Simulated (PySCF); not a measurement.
[Tl(OH)2]− at several levels of theory

Computed with PySCF 2.14.0 (density fitting, no spin-orbit coupling) at the geometry relaxed with BP86:

```xyz
5
[Tl(OH)2]− (singlet)
Tl    1.4321   -0.4176    0.0306
O    -0.0928    0.1460    1.6214
H    -0.8789    0.3358    1.0674
O    -0.0928   -0.0918   -1.6254
H    -0.8789    0.1767   -1.1049
```

```tsv
level	basis	state	HOMO (eV)	gap (eV)	charge on Tl1 (e)	dipole about the centre of mass (D)	largest force component (eV/Å)
BP86	Tl def2-SVP with ECP60, O def2-SVP, H def2-SVP	singlet	0.26	3.24	-0.12	1.85	0.01
PBE0	the same	singlet	-0.73	4.87	0.02	2.36	0.67
BLYP	the same	singlet	0.53	3.13	-0.13	1.86	0.29
revPBE	the same	singlet	0.48	3.22	-0.10	1.93	0.25
M06-L	the same	singlet	0.26	3.63	0.05	2.15	0.58
BP86	Tl x2c-SVPall, O x2c-SVPall, H x2c-SVPall	singlet	0.23	3.33	-0.08	1.83	0.22
```

Charges are Mulliken's, which hang on the basis. The relaxation used the grid (50, 194), these runs (75, 302) or, all-electron (x2c bases, spin-free X2C Hamiltonian), (99, 590).

Question: What does BP86 with Tl def2-TZVP with ECP60, O def2-TZVP, H def2-TZVP give here?

Answer: state singlet, HOMO (eV) -0.19, gap (eV) 3.25, charge on Tl1 (e) 0.10, dipole about the centre of mass (D) 3.04, largest force component (eV/Å) 0.22. Time: 5.4 s on 2 threads of Arm Neoverse V2, on a shared host, from free ions and atoms.

In the first row's basis the gap widens with exact exchange: 3.1 to 3.6 eV for BLYP, revPBE, BP86, M06-L (none); 4.9 eV for PBE0 (a fixed share).

The highest filled level of some runs lies above zero, as often for anions with such functionals and bases.
